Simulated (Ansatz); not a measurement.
Steps of a relaxation of C2H7BNO, SMILES `CN(C)[B]O` radical with UKS PBE-D4/def2-SVP.

```sh
$ ansatz run in.yaml --threads 2 --pin off --events-out ev --progress --plain --max-ram 32768MiB --backend cpu
```

```yaml
crystal:
  periodic: [false, false, false]
  atoms:
    - {symbol: C, position_ang: [-1.057700, -0.360900, 0.262100]}
    - {symbol: N, position_ang: [0.173500, -0.247900, -0.464000]}
    - {symbol: C, position_ang: [1.184100, -0.940800, 0.292100]}
    - {symbol: B, position_ang: [0.662600, 1.233400, -0.658900]}
    - {symbol: O, position_ang: [-0.229800, 2.117800, -1.477900]}
    - {symbol: H, position_ang: [-1.049200, 0.189400, 1.248400]}
    - {symbol: H, position_ang: [-1.882100, 0.169600, -0.344800]}
    - {symbol: H, position_ang: [-1.366800, -1.360200, 0.383800]}
    - {symbol: H, position_ang: [1.356100, -0.476700, 1.359300]}
    - {symbol: H, position_ang: [2.188700, -0.912600, -0.215800]}
    - {symbol: H, position_ang: [0.935800, -2.013300, 0.446700]}
    - {symbol: H, position_ang: [-0.838300, 2.547000, -0.797000]}
basis:
  gaussian: {orbitals: def2-SVP}
magnetization: {spin_polarized: true, initial_magnetization: 1}
hamiltonian: {xc: pbe, dispersion: d4}
relax: {f_tol: 0.03, max_steps: 200}
```

Positions (Å) and forces (eV/Å) along the path, 12 of 15 steps:

```xyz
12
step=1 energy=-6387.2659 eV
C    -1.058   -0.361    0.262   -1.840    3.399   -1.059
N     0.173   -0.248   -0.464    2.129    3.201    0.507
C     1.184   -0.941    0.292    1.808   -0.159    1.409
B     0.663    1.233   -0.659   -3.435   -1.069   -2.705
O    -0.230    2.118   -1.478    1.224   -1.197    3.129
H    -1.049    0.189    1.248    0.046   -0.557   -0.082
H    -1.882    0.170   -0.345    0.685   -0.604    0.569
H    -1.367   -1.360    0.384   -0.466   -1.998    0.368
H     1.356   -0.477    1.359   -0.245   -0.730   -1.229
H     2.189   -0.913   -0.216   -0.504    0.034    0.151
H     0.936   -2.013    0.447   -0.104   -0.011   -0.058
H    -0.838    2.547   -0.797    0.702   -0.308   -1.000
12
step=3 energy=-6388.6074 eV
C    -1.135   -0.255    0.257    0.866   -0.866    0.654
N     0.253   -0.074   -0.238   -0.037    0.796    0.070
C     1.283   -0.919    0.381   -0.670   -0.180   -0.531
B     0.584    1.103   -0.992   -0.378   -1.139    0.293
O    -0.372    1.969   -1.467   -0.365    1.201    1.118
H    -1.233    0.099    1.323   -0.056   -0.013   -0.377
H    -1.856    0.266   -0.383   -0.094    0.269   -0.222
H    -1.404   -1.351    0.282    0.131    0.463   -0.130
H     1.484   -0.640    1.430    0.046    0.083    0.283
H     2.219   -0.841   -0.201    0.065    0.086    0.013
H     0.960   -1.992    0.375    0.075    0.229   -0.013
H    -0.706    2.581   -0.732    0.417   -0.931   -1.158
12
step=5 energy=-6388.8094 eV
C    -1.101   -0.212    0.330    0.076    0.098    0.000
N     0.258    0.002   -0.154    0.157   -0.101   -0.054
C     1.261   -0.905    0.383    0.004    0.093   -0.005
B     0.569    0.978   -1.133   -0.547    0.113    0.134
O    -0.295    1.970   -1.547    0.126    0.189    0.575
H    -1.213    0.034    1.414    0.027   -0.040   -0.056
H    -1.793    0.434   -0.250   -0.030   -0.103    0.067
H    -1.412   -1.276    0.194    0.023    0.135    0.000
H     1.376   -0.777    1.488   -0.016   -0.046   -0.117
H     2.239   -0.684   -0.095   -0.079   -0.064    0.048
H     0.998   -1.974    0.190    0.023    0.098    0.013
H    -0.810    2.354   -0.787    0.236   -0.372   -0.604
12
step=6 energy=-6388.8124 eV
C    -1.090   -0.178    0.349    0.150   -0.154    0.071
N     0.271    0.027   -0.129    0.164    0.027   -0.252
C     1.261   -0.909    0.381   -0.078    0.026    0.037
B     0.591    0.986   -1.130   -0.472    0.140    0.222
O    -0.224    2.004   -1.560   -0.838    0.119    1.357
H    -1.195    0.020    1.444    0.011    0.014   -0.099
H    -1.785    0.486   -0.204   -0.055   -0.027    0.051
H    -1.413   -1.235    0.173   -0.008    0.172    0.016
H     1.358   -0.832    1.493    0.001   -0.015   -0.136
H     2.245   -0.675   -0.074   -0.057   -0.061    0.042
H     0.995   -1.970    0.142    0.034    0.148    0.015
H    -0.938    2.221   -0.852    1.147   -0.389   -1.325
12
step=7 energy=-6388.8840 eV
C    -1.085   -0.190    0.370   -0.073   -0.105   -0.016
N     0.264    0.013   -0.126   -0.106   -0.082    0.159
C     1.258   -0.924    0.363    0.010   -0.020    0.049
B     0.603    1.062   -0.994    0.338    0.122   -0.405
O    -0.157    2.063   -1.514   -0.273    0.042    0.352
H    -1.188    0.054    1.452    0.003   -0.001    0.011
H    -1.799    0.438   -0.202   -0.030    0.044    0.042
H    -1.409   -1.248    0.234    0.015    0.025    0.009
H     1.377   -0.858    1.470   -0.014   -0.014    0.016
H     2.238   -0.700   -0.100   -0.017    0.010   -0.017
H     0.985   -1.979    0.119   -0.010    0.055   -0.004
H    -1.010    2.212   -1.038    0.156   -0.077   -0.195
12
step=9 energy=-6388.9027 eV
C    -1.081   -0.184    0.377    0.012   -0.006   -0.013
N     0.268    0.025   -0.121   -0.040   -0.009    0.054
C     1.255   -0.917    0.372   -0.008   -0.024   -0.036
B     0.619    1.058   -1.016    0.052    0.084   -0.064
O    -0.147    2.066   -1.510   -0.075   -0.020    0.080
H    -1.159   -0.017    1.476    0.012    0.016    0.008
H    -1.793    0.503   -0.126   -0.005    0.014    0.019
H    -1.429   -1.222    0.176   -0.010   -0.012   -0.013
H     1.361   -0.865    1.480   -0.013    0.008   -0.005
H     2.238   -0.687   -0.084   -0.001   -0.012    0.013
H     0.981   -1.966    0.111    0.014    0.001    0.012
H    -1.038    2.149   -1.100    0.061   -0.040   -0.056
12
step=10 energy=-6388.9072 eV
C    -1.074   -0.176    0.383   -0.009   -0.053    0.004
N     0.273    0.033   -0.118    0.005   -0.026   -0.033
C     1.252   -0.920    0.369    0.026    0.051    0.083
B     0.632    1.081   -0.994   -0.002   -0.014   -0.006
O    -0.145    2.072   -1.501   -0.046    0.037    0.008
H    -1.131   -0.061    1.490    0.001   -0.001   -0.003
H    -1.781    0.550   -0.069   -0.013    0.037   -0.008
H    -1.448   -1.196    0.133    0.004    0.020    0.011
H     1.347   -0.866    1.478    0.018   -0.035    0.004
H     2.240   -0.689   -0.074    0.004   -0.009   -0.011
H     0.983   -1.969    0.108   -0.026    0.016   -0.029
H    -1.070    2.086   -1.171    0.038   -0.024   -0.019
12
step=11 energy=-6388.9072 eV
C    -1.075   -0.176    0.382    0.016   -0.055   -0.040
N     0.270    0.023   -0.131    0.010    0.056    0.075
C     1.254   -0.917    0.372   -0.007   -0.020   -0.020
B     0.631    1.080   -0.996   -0.013    0.010   -0.039
O    -0.146    2.071   -1.504    0.013   -0.005    0.021
H    -1.119   -0.080    1.490    0.014    0.010    0.024
H    -1.775    0.568   -0.048   -0.026    0.038   -0.018
H    -1.465   -1.186    0.119   -0.012   -0.013    0.004
H     1.342   -0.863    1.482   -0.002   -0.005    0.023
H     2.243   -0.684   -0.066    0.007   -0.008   -0.014
H     0.989   -1.968    0.111    0.003    0.009   -0.005
H    -1.073    2.077   -1.178   -0.003   -0.018   -0.011
12
step=12 energy=-6388.9090 eV
C    -1.072   -0.169    0.388    0.006   -0.006    0.002
N     0.276    0.039   -0.109    0.002    0.013   -0.006
C     1.255   -0.917    0.373   -0.004   -0.004    0.004
B     0.635    1.088   -0.985   -0.005    0.000    0.003
O    -0.149    2.067   -1.506    0.006   -0.001   -0.001
H    -1.122   -0.086    1.499   -0.001    0.002    0.001
H    -1.769    0.585   -0.034   -0.001   -0.002    0.004
H    -1.463   -1.175    0.111   -0.001    0.003   -0.003
H     1.343   -0.889    1.484    0.002    0.000    0.001
H     2.245   -0.681   -0.062    0.001   -0.001    0.001
H     0.984   -1.960    0.088   -0.001    0.000   -0.004
H    -1.086    2.043   -1.213   -0.004   -0.003   -0.003
12
step=13 energy=-6388.9092 eV
C    -1.071   -0.166    0.392    0.000    0.000    0.006
N     0.278    0.044   -0.103    0.003    0.004   -0.006
C     1.255   -0.917    0.374    0.000   -0.003    0.001
B     0.637    1.094   -0.978   -0.012   -0.004    0.006
O    -0.149    2.067   -1.508   -0.050   -0.003    0.013
H    -1.118   -0.098    1.504    0.000   -0.002   -0.007
H    -1.765    0.597   -0.017    0.001    0.001    0.001
H    -1.466   -1.167    0.101    0.001    0.002    0.001
H     1.340   -0.898    1.485    0.000    0.000   -0.003
H     2.246   -0.679   -0.058    0.001    0.000    0.002
H     0.983   -1.957    0.079    0.001    0.003    0.001
H    -1.094    2.025   -1.237    0.056    0.002   -0.015
12
step=14 energy=-6388.9079 eV rejected
C    -1.067   -0.166    0.396   -0.041   -0.022   -0.135
N     0.278    0.047   -0.110   -0.039   -0.115    0.177
C     1.251   -0.916    0.374    0.050    0.069   -0.042
B     0.635    1.094   -0.983    0.020    0.125   -0.125
O    -0.151    2.065   -1.519    0.121   -0.064    0.037
H    -1.108   -0.117    1.506    0.025    0.028    0.075
H    -1.763    0.604    0.002   -0.006   -0.006    0.005
H    -1.465   -1.163    0.095   -0.011    0.018   -0.002
H     1.329   -0.898    1.485   -0.014    0.005    0.024
H     2.247   -0.675   -0.046   -0.006   -0.019   -0.013
H     0.981   -1.955    0.076    0.001   -0.027   -0.013
H    -1.090    2.025   -1.243   -0.100    0.007    0.013
12
step=15 energy=-6388.9092 eV
C    -1.071   -0.166    0.393    0.000    0.000    0.000
N     0.278    0.045   -0.103    0.000    0.002   -0.001
C     1.255   -0.917    0.374    0.001   -0.001    0.001
B     0.637    1.094   -0.979   -0.001    0.000    0.000
O    -0.149    2.066   -1.510    0.002   -0.001    0.001
H    -1.117   -0.102    1.505    0.000   -0.001    0.000
H    -1.764    0.599   -0.013    0.001    0.000    0.001
H    -1.468   -1.165    0.099    0.000    0.000    0.000
H     1.339   -0.899    1.485    0.000    0.000    0.000
H     2.246   -0.678   -0.055    0.000    0.001    0.000
H     0.984   -1.957    0.078    0.000    0.000    0.000
H    -1.093    2.025   -1.240   -0.001    0.000    0.000
```

Hardware: 2 threads of an AMD EPYC 7R13 on a shared host. Wall time 35 s, peak host memory 0.22 GiB.
